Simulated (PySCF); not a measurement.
**P²⁺: interval between two levels**

P²⁺ [Ne] 3s2 3p1 [2P3/2, M_J = 3/2] → P²⁺ [Ne] 3s1 3p1 4s1 [4P5/2, M_J = 5/2], as a difference of total energies. Computed with PySCF 2.14 in x2c-SVPall-2c with one added diffuse shell each of s, p type (5s5p1d, 25 functions), with the two-component X2C-1e Hamiltonian. Correlated levels: [Ne] frozen. "Screened" scales the spin-orbit matrix elements by Boettger's factors to mimic the two-electron term; Breit and QED terms are absent.

```tsv
method	interval between two levels (cm⁻¹)
GHF (spin-free)	170990
GMP2 (spin-free)	178410
GHF (screened spin-orbit)	171020
GMP2 (screened spin-orbit)	178450
```

The labels give the starting determinants; with spin-orbit coupling the two ends relaxed to ⟨J²⟩ = 3.76, ⟨L²⟩ = 2.01, ⟨S²⟩ = 0.75 and ⟨J²⟩ = 8.75, ⟨L²⟩ = 2.00, ⟨S²⟩ = 3.75.

The promoted electron is Rydberg-like, and one or two diffuse shells describe it only roughly, which tends to raise the upper state.
